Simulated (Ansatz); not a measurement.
Start from `Cl[SiH2][O][GeH3]` and change one atom or group to get `[SiH3][O][GeH3]`.

Ansatz, PBE0-D4/def2-TZVP geometries, multiplicity 1. Each molecule was computed in one conformer, which needn't be the lowest.

Scalar relativity is left out up to krypton.

```csv
property,`Cl[SiH2][O][GeH3]`
HOMO–LUMO gap (ωB97M-V/def2-TZVPP) / eV,12.43
HOMO–LUMO gap (PBE/def2-TZVPP) / eV,6.10
size of the dipole moment (B3LYP/def2-TZVPP) / D,1.68
HOMO–LUMO gap (PBE0/def2-TZVPP) / eV,8.38
LUMO energy (PBE/def2-TZVPP) / eV,-1.09
HOMO energy (PBE/def2-TZVPP) / eV,-7.19
```

(1) What does the change do to each property? (Estimate.)

## Answers

(1) The calculation gave: 
| property | `[SiH3][O][GeH3]` | shift |
| --- | --- | --- |
| HOMO–LUMO gap (ωB97M-V/def2-TZVPP) / eV | 12.27 | -0.16 |
| HOMO–LUMO gap (PBE/def2-TZVPP) / eV | 5.89 | -0.21 |
| size of the dipole moment (B3LYP/def2-TZVPP) / D | 1.25 | -0.43 |
| HOMO–LUMO gap (PBE0/def2-TZVPP) / eV | 8.21 | -0.17 |
| LUMO energy (PBE/def2-TZVPP) / eV | -1.13 | -0.04 |
| HOMO energy (PBE/def2-TZVPP) / eV | -7.02 | 0.17 |

With PBE0 the HOMO rises by 0.12 eV and the LUMO falls by 0.05 eV, so the gap narrows by about 0.17 eV. PBE moves the HOMO by 0.17 eV and ωB97M-V by 0.06 eV. Dipoles are sizes alone; their direction can turn.

B3LYP here is the variant with VWN-RPA as its local correlation; programs differ in this.
